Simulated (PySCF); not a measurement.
Ionisation energy of Rh²⁵⁺ by level of theory

Rh²⁵⁺ [Ar] 3d2 (3F) → Rh²⁶⁺ [Ar] 3d1 (2D), as a difference of total energies. Calculation: PySCF 2.14, in an even-tempered Gaussian basis (18 s from 3.1 bohr⁻², ratio 2.5; 12 p from 4.1 bohr⁻², ratio 2.5; 8 d from 4.1 bohr⁻², ratio 2.5; 4 f from 14 bohr⁻², ratio 2.7; 3 g from 21 bohr⁻², ratio 2.7); the spin-free X2C one-electron Hamiltonian (Gaussian nucleus). Correlated levels: outer shells: [Ne] frozen; virtual orbitals above 40 to 60 times the deepest correlated orbital energy dropped. The calculations carry no spin-orbit coupling.

| method | ionisation energy (eV) |
| --- | --- |
| UHF | 1272.6 |
| LDA | 1272.5 |
| PBE | 1272.8 |
| PBE0 | 1273.1 |
| r2SCAN | 1274.1 |
| BP86 | 1273.1 |
| TPSSh | 1273.0 |
| MP2 (outer shells) | 1272.5 |
| SCS-MP2 (outer shells) | 1272.4 |

A first-order spin-orbit estimate (lowest level to lowest level, LS coupling) adds 1.150 eV.

Breit and QED terms and the two-electron picture change are absent.

For comparison: 1274 ± 4 eV (theoretical estimate listed by NIST; NIST Atomic Spectra Database, ionization energies).
